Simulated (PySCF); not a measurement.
²⁹Si chemical shifts

PySCF 2.14.0 with density-fitted response routines calculation with coordinates at the GFN2-xTB level and GIAO PBE0/pcSseg-1 shieldings; gas phase, non-relativistic Hamiltonian, one computed conformer, averaged over atoms made equivalent by symmetry, fast rotation or ring inversion.

Shieldings were converted by a linear fit to measured shifts: ²⁹Si (scatter 8.9 ppm rms, 25.8 ppm with the 6 outliers that the fit left out vs TMS, solution or neat liquid). Occasional misses reach two or three times the rms, and more in compound classes unlike the fitted ones.

(1) Give the ²⁹Si shifts of `CC[Si@@H](N)O[SiH3]`, `N#CCO[SiH]([SiH3])[SiH3]`, `COCO[SiH2]OC`, `CO[SiH](OC)OC`, `CO[SiH](OC)OC`, `[SiH3][SiH2][SiH]([SiH3])[SiH3]`.

(2) Order these by ²⁹Si shift, lowest first.
A. CO[SiH2]OCCO
B. N#C/C(=C\F)C[SiH3]
C. Fc1cccn1[SiH3]
D. CN[SiH](P)P

Answers

(1) 
```tsv
compound	environment	δ (ppm)
[CH3:1][CH2:2][Si@@H:3]([NH2:4])[O:5][SiH3:6]	Si3: silicon bonded to C, N, O, H	-22.0
[CH3:1][CH2:2][Si@@H:3]([NH2:4])[O:5][SiH3:6]	Si6: silicon bonded to O, 3 H	-45.4
[N:1]#[C:2][CH2:3][O:4][SiH:5]([SiH3:6])[SiH3:7]	Si5: silicon bonded to O, 2 Si, H	-10.4
[N:1]#[C:2][CH2:3][O:4][SiH:5]([SiH3:6])[SiH3:7]	Si6/7: silicon bonded to Si, 3 H (×2)	-103.7
COCO[SiH2]OC	silicon bonded to 2 O, 2 H	-35.7
CO[SiH](OC)OC	silicon bonded to 3 O, H	-60.7
CO[SiH](OC)OC	silicon bonded to 3 O, H	-60.7
[SiH3:1][SiH2:2][SiH:3]([SiH3:4])[SiH3:5]	Si4/5: silicon bonded to Si, 3 H (×2)	-97.5
[SiH3:1][SiH2:2][SiH:3]([SiH3:4])[SiH3:5]	Si1: silicon bonded to Si, 3 H	-102.1
[SiH3:1][SiH2:2][SiH:3]([SiH3:4])[SiH3:5]	Si2: silicon bonded to 2 Si, 2 H	-109.7
[SiH3:1][SiH2:2][SiH:3]([SiH3:4])[SiH3:5]	Si3: silicon bonded to 3 Si, H	-127.0
```

(2) B (-60.6 ppm, silicon bonded to C, 3 H), C (-52.0 ppm, silicon bonded to N, 3 H), A (-28.9 ppm, silicon bonded to 2 O, 2 H), D (-13.7 ppm, silicon bonded to N, 2 P, H).
